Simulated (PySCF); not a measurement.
# $^{29}$Si chemical shifts

PySCF calculation with shielding tensors at PBE0/pcSseg-1 (GIAO) and coordinates at the GFN2-xTB level; no relativistic terms, one conformer, no solvent model, equivalent nuclei averaged.

Shieldings were converted by a linear fit to measured shifts: $^{29}$Si (scatter 8.9 ppm rms, 25.8 ppm with the 6 outliers that the fit left out vs TMS, solution or neat liquid). A few per cent of atoms miss by over 2 rms, more outside the fitted compound classes.

Question: Give the $^{29}$Si shifts of `P[SiH2][Si@@H](P)c1cccs1`, `C=CC1=C[SiH2]C/C(=C\Cl)[SiH2]1`, `C#C[SiH2][C@@]1(Cl)[C@@H]2C[SiH2][C@H]1C2`, `CC[Si@H](C[SiH3])CCF`.

Answer: 
```tsv
compound	environment	δ (ppm)
[PH2:1][SiH2:2][Si@@H:3]([PH2:4])[c:5]1[cH:6][cH:7][cH:8][s:9]1	Si3: silicon bonded to C, P, Si, H	-55.3
[PH2:1][SiH2:2][Si@@H:3]([PH2:4])[c:5]1[cH:6][cH:7][cH:8][s:9]1	Si2: silicon bonded to P, Si, 2 H	-78.2
[CH2:1]=[CH:2][C:3]1=[CH:4][SiH2:5][CH2:6]/[C:7](=[CH:8]\[Cl:9])[SiH2:10]1	Si5: silicon bonded to 2 C, 2 H, in a 6-membered ring	-49.4
[CH2:1]=[CH:2][C:3]1=[CH:4][SiH2:5][CH2:6]/[C:7](=[CH:8]\[Cl:9])[SiH2:10]1	Si10: silicon bonded to 2 C, 2 H, in a 6-membered ring	-53.0
[CH:1]#[C:2][SiH2:3][C@@:4]1([Cl:5])[C@@H:6]2[CH2:7][SiH2:8][C@H:9]1[CH2:10]2	Si8: silicon bonded to 2 C, 2 H, in a 5-membered ring	-43.5
[CH:1]#[C:2][SiH2:3][C@@:4]1([Cl:5])[C@@H:6]2[CH2:7][SiH2:8][C@H:9]1[CH2:10]2	Si3: silicon bonded to 2 C, 2 H	-59.3
[CH3:1][CH2:2][Si@H:3]([CH2:4][SiH3:5])[CH2:6][CH2:7][F:8]	Si3: silicon bonded to 3 C, H	-20.5
[CH3:1][CH2:2][Si@H:3]([CH2:4][SiH3:5])[CH2:6][CH2:7][F:8]	Si5: silicon bonded to C, 3 H	-70.2
```

Question: Match the shifts -29.1, -60.4, -102.4, -117.9 ppm to `O=C1CCC(=O)[SiH2]1`, `[SiH3]C/P=P/C1CCC1`, `C=C(C)[C@@H]1[SiH2][C@@H]1OCC`, `CCC(=O)/C=C/[SiH](C)C`.

Answer: -29.1: CCC(=O)/C=C/[SiH](C)C (silicon bonded to 3 C, H); -60.4: [SiH3]C/P=P/C1CCC1 (silicon bonded to C, 3 H); -102.4: O=C1CCC(=O)[SiH2]1 (silicon bonded to 2 C, 2 H, in a 5-membered ring); -117.9: C=C(C)[C@@H]1[SiH2][C@@H]1OCC (silicon bonded to 2 C, 2 H, in a 3-membered ring).
